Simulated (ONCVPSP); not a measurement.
## What one change does to a pseudopotential (Rb (Z = 37), ONCV)

| Property | Result |
| --- | --- |
| Element | rubidium (Rb) |
| Generator | ONCVPSP 4.0.1 |
| Type | optimised norm-conserving Vanderbilt (ONCV) |
| Functional | PBE |
| Relativity | scalar-relativistic |
| Frozen core | [Ar] 3d10 |
| Valence charge | 9 |
| Reference configuration | 4s2 4p6 4d0.5 5s0.5 |
| Partial waves | 4s+5s: rc 1.95 bohr, ncon 4, nbas 8, qcut 7.8 1/bohr, 2 projectors; 4p: rc 1.90 bohr, ncon 5, nbas 8, qcut 6.4 1/bohr, 3 projectors, debl 4 Ha; 4d: rc 4.00 bohr, ncon 3, nbas 6, qcut 2.8 1/bohr, 2 projectors, debl 2 Ha |
| Local potential | polynomial inside 1.75 bohr (lpopt 1, dvloc0 0 Ha) |
| Core correction | polynomial model core, fcfact 0.35 |

Change: s: rc 2.6.

Cutoffs: the cutoffs (Ha) at which the residual kinetic energy of the hardest occupied pseudo-wave falls to 1 and 0.1 mHa per electron; they do not see the model core or the augmentation charge, which bear on the density cutoff. Errors are all-electron minus pseudo energies relative to the spin-unpolarised reference configuration.

Q: How do hardness, ghosts and transferability respond?

A: The potential gets neither clearly harder nor softer (16 Ha and 20 Ha → 15 Ha and 20 Ha); the errors of the 3 common tests hardly move; neither file shows a bound ghost.

```tsv
quantity	base	changed
cutoff, loose	16 Ha	15 Ha
cutoff, tight	20 Ha	20 Ha
loose cutoff by channel	s 16 Ha, p 15 Ha, d 2.6 Ha	s 15 Ha, p 15 Ha, d 2.6 Ha
bound ghosts	none	none
GHOST(+) flags under 300 eV	d at 181.5 eV	d at 181.5 eV
tests with a reliable result	3 of 4	3 of 4
error for 4s2 4p6 4d0 5s0, meV [ΔE 3.04 eV]	+2.1	+2.1
error for 4s2 4p6 4d0 5s0.5, meV [ΔE 0.46 eV]	+1.1	+1.1
error for 4s2 4p5 4d0 5s1, meV [ΔE 20.02 eV]	+13	+14
p: phases at 1.93 bohr within 0.05 rad from the reference energy up to (Ha; the scan ends near 5)	to the end of the scan	to the end of the scan
d: phases at 4.05 bohr within 0.05 rad from the reference energy up to (Ha; the scan ends near 5)	0.3	0.3
rms error of d²Exc/dni dnj with the model core, mHa	0.14	0.19
```
